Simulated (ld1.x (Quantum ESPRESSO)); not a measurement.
Ni (Z = 28) TM: all-electron and pseudo phase curves

Ni, norm-conserving Troullier–Martins (Kleinman–Bylander form), made with ld1.x (Quantum ESPRESSO) 7.5 (PBE, scalar-relativistic). Core [Ar], reference 3d8 4s2 4p0. Waves: 4s (bound): rc 2.35 bohr; 3d (bound): rc 1.60 bohr; 4f channel at 0.25 Ry: rc 2.40 bohr; 4p (bound, empty): rc 3.05 bohr. Local part: the p channel. Core correction: Bessel-smoothed model core, default radius (core density twice the valence density).

The phase is arctan(r·u′/u) with u = r·R(r), unwrapped; energies in Ry, scanned from -3 to 5 Ry. A pole is an energy at which the radial function vanishes at the test radius. The pseudo phase is shifted by a multiple of π to meet the all-electron one at the reference energy, and phase errors are pseudo minus all-electron; the curves can meet again beyond the range given. Levels narrower than the energy grid can be missing from the lists of poles.

Problem. For each channel, where are the poles, and over which energies does the pseudopotential scatter like the atom?

Solution.

```json
{"channel": "s", "radius (bohr)": "3.32", "reference energy (Ry)": "-0.41", "poles, all-electron": "0.16, 4.54", "poles, pseudo": "0.17", "unbroken range about the reference energy with phases within 0.05 rad": "below 1.3", "phase error 1 Ry above the reference energy (rad)": "+0.008"}
{"channel": "p", "radius (bohr)": "3.32", "reference energy (Ry)": "-0.09", "poles, all-electron": "0.90", "poles, pseudo": "0.88, 4.64", "unbroken range about the reference energy with phases within 0.05 rad": "below 1.9", "phase error 1 Ry above the reference energy (rad)": "-0.007"}
{"channel": "d", "radius (bohr)": "3.32", "reference energy (Ry)": "-0.65", "poles, all-electron": "-0.63, 2.27", "poles, pseudo": "-0.63, 2.76", "unbroken range about the reference energy with phases within 0.05 rad": "below 0.3", "phase error 1 Ry above the reference energy (rad)": "+0.052"}
{"channel": "f", "radius (bohr)": "3.32", "reference energy (Ry)": "0.25", "poles, all-electron": "3.15", "poles, pseudo": "3.10", "unbroken range about the reference energy with phases within 0.05 rad": "below 4.4", "phase error 1 Ry above the reference energy (rad)": "-0.003"}
```

Note: ghost state, extra bound levels that the all-electron valence spectrum of the same l lacks: s at -443.8 eV. A true bound ghost makes a file unfit for plane-wave use.

Phases in the p channel:

```csv
E (Ry),all-electron,pseudo
-3.00,1.388,1.387
-2.52,1.369,1.368
-2.04,1.342,1.342
-1.56,1.301,1.301
-1.08,1.228,1.227
-0.60,1.045,1.044
-0.12,0.065,0.065
0.36,-1.300,-1.304
0.84,-1.552,-1.558
1.32,-1.670,-1.683
1.80,-1.783,-1.821
2.28,-1.992,-2.179
2.76,-2.865,-3.825
3.24,-4.203,-4.444
3.72,-4.492,-4.594
4.20,-4.598,-4.666
4.68,-4.656,-4.716
```
